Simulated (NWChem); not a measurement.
System: CH3NOSi; SMILES N#CO[SiH3]

```xyz
7

N      0.4439     2.3088     0.0000
C     -0.0851     1.2694     0.0000
O     -0.7091     0.1376     0.0000
Si     0.0974    -1.3785     0.0000
H      0.9278    -1.4761    -1.2211
H     -1.0090    -2.3548     0.0000
H      0.9278    -1.4761     1.2211
```
Atoms are numbered in this order, from 1.

Level: B3LYP/6-31G* (spherical d) (NWChem), optimised geometry, unscaled harmonic frequencies. B3LYP is NWChem's, with the RPA form of VWN correlation.

```csv
frequency (cm⁻¹),IR intensity (km/mol)
96,0.1
139,3.8
506,5.4
514,1.6
678,63.7
698,43.7
741,52.8
949,84.2
958,157.2
975,254.8
1190,177.5
2289,65.8
2308,137.3
2331,125.6
2377,199.2
```

- zero-point energy = 23.9 kcal/mol
- thermal correction to the enthalpy at 298.15 K (with zero-point energy) = 27.8 kcal/mol
- heat capacity Cv = 16.2 cal/(mol K)
- entropy at 298.15 K and 1 atm (symmetry number 1) = 72.2 cal/(mol K)
- dipole moment = 4.60 D

Rigid rotor and harmonic oscillator; modes under 100 cm⁻¹ make the entropy uncertain.
